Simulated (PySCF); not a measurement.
PySCF input file for In(Cl)2(OMe) (CH3Cl2InO), SMILES [Cl][In]([O]C)[Cl], r2SCAN-D4/def2-SVP. Geometry optimised at r2SCAN-D4/def2-SVP. The structure was generated by enumeration; whether it is a known compound was not checked. The def2 effective core potentials stand for the cores of In; spin–orbit coupling is left out. Other conformers were not sampled.

```python
import numpy as np
from pyscf import gto, scf, dft, df
from pyscf.hessian import thermo

mol = gto.M(
    atom='''
    In   -0.02064654   -0.09247073    0.09005484
    Cl   -0.19241197   -1.06288805    2.19460109
    Cl    0.60517044    2.14933892   -0.16246297
    O    -0.45021834   -1.13475293   -1.54183752
    C    -0.28022188   -0.58629398   -2.83429661
    H     0.59915138   -1.03364741   -3.33367876
    H    -1.17215255   -0.82148930   -3.44196933
    H    -0.14913435    0.51232524   -2.84290737
    ''',
    basis='def2-SVP',
    ecp={'In': 'def2-svp'},
    charge=0,
    spin=0,
    max_memory=1600,
    verbose=3,
)
mf = dft.RKS(mol, xc='r2scan').density_fit(auxbasis='def2-universal-jkfit')
mf.disp = 'd4'
mf.grids.level = 4
mf.conv_tol = 1e-11
mf.max_cycle = 100
mf.kernel()

# [left out here: the lines that compute and print the analytic Hessian (its translational invariance restored by hand, since the grid's response is missing), thermochemistry and intensities]
```

Log of the run:

```
converged SCF energy = -1225.33879084954

WARN: MGGA Hessian is sensitive to dft grids. grids.level 4 may not be dense enough.


WARN: DFTD4 does not support analytical Hessian, using finite difference.


WARN: Mole.unit (angstrom) is changed to Bohr

Mode                                 0                   1                   2
Irrep
Freq [cm^-1]                       29.4001             70.2153             74.3711
Reduced mass [au]                   1.3466              5.3746              3.3310
Force const [Dyne/A]                0.0007              0.0156              0.0109
Char temp [K]                      42.3002            101.0241            107.0034
Normal mode                   x     y     z       x     y     z       x     y     z
       0  In                 0.00  0.00 -0.01    0.02  0.03 -0.01    0.04 -0.02 -0.00
       1  Cl                 0.01 -0.00 -0.01   -0.04 -0.03 -0.04   -0.07  0.04  0.02
       2  Cl                 0.01  0.00  0.02    0.00  0.03  0.06   -0.03 -0.00 -0.01
       3   O                -0.10  0.02  0.01    0.02 -0.05  0.04    0.03 -0.00 -0.01
       4   C                 0.05 -0.05  0.00   -0.09 -0.14 -0.00   -0.11  0.08  0.00
       5   H                 0.34  0.25  0.25   -0.14 -0.17 -0.05   -0.01  0.31 -0.03
       6   H                 0.29 -0.46 -0.19   -0.14 -0.17  0.09   -0.07 -0.11  0.02
       7   H                -0.38  0.00 -0.07   -0.09 -0.14 -0.09   -0.37  0.12  0.04
Mode                                 3                   4                   5
Irrep
Freq [cm^-1]                       88.0918            114.7795            241.3676
Reduced mass [au]                  26.5899              4.3266              4.1579
Force const [Dyne/A]                0.1216              0.0336              0.1427
Char temp [K]                     126.7444            165.1422            347.2742
Normal mode                   x     y     z       x     y     z       x     y     z
       0  In                -0.01 -0.02 -0.03    0.04 -0.01 -0.00   -0.00 -0.00  0.02
       1  Cl                 0.03  0.09  0.03   -0.03  0.01  0.00    0.00 -0.01  0.03
       2  Cl                 0.00 -0.01  0.11   -0.05  0.01  0.00   -0.00 -0.00 -0.01
       3   O                -0.00 -0.02 -0.03   -0.15  0.06  0.00    0.04  0.12 -0.08
       4   C                -0.00 -0.01 -0.03    0.03 -0.01  0.00   -0.03 -0.07 -0.16
       5   H                -0.03 -0.05 -0.05   -0.06 -0.24  0.04   -0.05 -0.13 -0.13
       6   H                -0.03  0.03 -0.02   -0.00  0.20 -0.03   -0.05 -0.18 -0.08
       7   H                 0.04 -0.02 -0.03    0.30 -0.05 -0.02   -0.05 -0.07 -0.32
Mode                                 6                   7                   8
Irrep
Freq [cm^-1]                      350.6899            394.0287            550.5064
Reduced mass [au]                  32.0584             43.7020              8.3702
Force const [Dyne/A]                2.3229              3.9977              1.4945
Char temp [K]                     504.5647            566.9195            792.0561
Normal mode                   x     y     z       x     y     z       x     y     z
       0  In                 0.01  0.02  0.02   -0.01 -0.04  0.03    0.01  0.02  0.03
       1  Cl                 0.01  0.04 -0.09    0.01  0.05 -0.10    0.00  0.01 -0.01
       2  Cl                -0.03 -0.12  0.01    0.02  0.08 -0.01   -0.00 -0.00  0.00
       3   O                 0.01  0.04  0.02    0.00  0.01  0.01   -0.06 -0.16 -0.12
       4   C                -0.00 -0.01  0.01   -0.00 -0.00  0.00    0.00  0.01 -0.09
       5   H                -0.01 -0.02  0.01   -0.00 -0.01  0.01    0.03  0.09 -0.12
       6   H                -0.01 -0.03  0.02   -0.00 -0.02  0.01    0.03  0.11 -0.17
       7   H                -0.00 -0.00 -0.04   -0.00 -0.01 -0.01    0.01  0.01  0.06
Mode                                 9                  10                  11
Irrep
Freq [cm^-1]                     1084.5248           1160.0340           1184.5870
Reduced mass [au]                   7.7509              1.2678              1.3677
Force const [Dyne/A]                5.3713              1.0052              1.1308
Char temp [K]                    1560.3898           1669.0307           1704.3569
Normal mode                   x     y     z       x     y     z       x     y     z
       0  In                -0.00 -0.00 -0.00    0.00 -0.00  0.00   -0.00 -0.00 -0.00
       1  Cl                -0.00 -0.00 -0.00   -0.00  0.00  0.00   -0.00 -0.00  0.00
       2  Cl                -0.00 -0.00 -0.00   -0.00  0.00  0.00   -0.00 -0.00  0.00
       3   O                -0.01 -0.05  0.17    0.05 -0.01 -0.01    0.01  0.05  0.06
       4   C                 0.02  0.09 -0.17   -0.12  0.02  0.00   -0.02 -0.10 -0.08
       5   H                 0.00 -0.05 -0.03    0.10 -0.16  0.58    0.15  0.33 -0.18
       6   H                 0.00 -0.05 -0.05    0.21  0.07 -0.52   -0.00  0.36 -0.28
       7   H                 0.04  0.08 -0.21    0.28 -0.03 -0.03   -0.03 -0.10  0.58
Mode                                12                  13                  14
Irrep
Freq [cm^-1]                     1460.5369           1467.0956           1474.4277
Reduced mass [au]                   1.0806              1.0812              1.0422
Force const [Dyne/A]                1.3581              1.3711              1.3349
Char temp [K]                    2101.3874           2110.8239           2121.3731
Normal mode                   x     y     z       x     y     z       x     y     z
       0  In                 0.00  0.00  0.00    0.00  0.00  0.00    0.00 -0.00 -0.00
       1  Cl                 0.00 -0.00 -0.00   -0.00  0.00 -0.00   -0.00  0.00 -0.00
       2  Cl                -0.00 -0.00  0.00   -0.00 -0.00  0.00   -0.00  0.00 -0.00
       3   O                -0.01  0.01 -0.02    0.01 -0.00 -0.02   -0.01 -0.01  0.00
       4   C                -0.03  0.03 -0.06    0.03 -0.01 -0.07   -0.03 -0.04  0.00
       5   H                 0.10  0.04  0.14    0.19 -0.30  0.55    0.37  0.54  0.16
       6   H                -0.12 -0.56  0.34   -0.31  0.30  0.32   -0.26  0.22  0.27
       7   H                 0.44 -0.04  0.50   -0.42  0.05  0.18    0.33 -0.06 -0.45
Mode                                15                  16                  17
Irrep
Freq [cm^-1]                     2978.9665           3065.7004           3081.6907
Reduced mass [au]                   1.0309              1.1063              1.1056
Force const [Dyne/A]                5.3903              6.1259              6.1862
Char temp [K]                    4286.0696           4410.8603           4433.8667
Normal mode                   x     y     z       x     y     z       x     y     z
       0  In                 0.00  0.00  0.00   -0.00 -0.00 -0.00    0.00 -0.00 -0.00
       1  Cl                -0.00 -0.00 -0.00   -0.00 -0.00  0.00    0.00 -0.00 -0.00
       2  Cl                -0.00 -0.00 -0.00   -0.00 -0.00  0.00   -0.00 -0.00  0.00
       3   O                 0.00  0.00 -0.00    0.00 -0.00  0.00   -0.00 -0.00  0.00
       4   C                 0.01  0.02 -0.04   -0.03  0.08  0.03    0.08  0.02  0.02
       5   H                -0.45  0.24  0.24    0.54 -0.27 -0.29   -0.30  0.18  0.17
       6   H                 0.39  0.11  0.25   -0.10 -0.01 -0.05   -0.67 -0.19 -0.44
       7   H                -0.07 -0.65 -0.01   -0.09 -0.65 -0.01   -0.01 -0.26 -0.00
temperature 298.1500 [K]
pressure 101325.00 [Pa]
Rotational constants [GHz] 2.14684 1.42119 0.85994
Symmetry number 1
Zero-point energy (ZPE) 0.04299 [Eh]   112873.729 [J/mol]
                           tot       elec      trans        rot        vib
Entropy [J/mol/K]       405.187      0.000    175.828    122.152    107.207
Cv [J/mol/K]             95.146      0.000     12.472     12.472     70.202
Cp [J/mol/K]            103.460      0.000     20.786     12.472     70.202
Internal energy [J/mol]                      3718.434   3718.434 126962.062
Internal energy [Eh]   -1225.28760  -1225.33879
Enthalpy [J/mol]                             6197.391   3718.434 126962.062
Enthalpy [Eh]          -1225.28666
Gibbs free energy [J/mol]                  -46225.719 -32701.227  94998.298
Gibbs free energy [Eh] -1225.33267
static polarisability / bohr^3: [[44.009  7.003  1.436]
 [ 6.997 66.249 -3.318]
 [ 1.443 -3.304 83.674]]
largest difference of analytic and finite-field dipole derivatives / e: 0.003937018975480822
mode   freq/cm-1   IR/(km/mol)   Raman/(A^4/amu)   depolarisation
   1       29.40         2.574             0.594            0.748
   2       70.22         4.251             2.892            0.739
   3       74.37         0.849             0.489            0.750
   4       88.09         9.150             2.537            0.730
   5      114.78        20.347             0.292            0.703
   6      241.37        14.989             5.071            0.250
   7      350.69        14.258            22.953            0.104
   8      394.03        63.861             5.680            0.640
   9      550.51        45.327            23.138            0.213
  10     1084.52       190.154            30.337            0.337
  11     1160.03         2.053             1.588            0.510
  12     1184.59         0.752             4.575            0.137
  13     1460.54        14.559            20.189            0.663
  14     1467.10        25.115            15.337            0.718
  15     1474.43         4.716            21.455            0.740
  16     2978.97        97.828           220.024            0.037
  17     3065.70        31.765           100.909            0.558
  18     3081.69        26.892           202.089            0.629
max |gradient| / (hartree/bohr): 0.00034969090897247384
APT charges: [ 1.5317 -0.5285 -0.5347 -0.8182  0.5043 -0.0725 -0.0648 -0.0237]
```

Self-consistency was reached.

Cost: about 11 core-minutes (a rough figure).
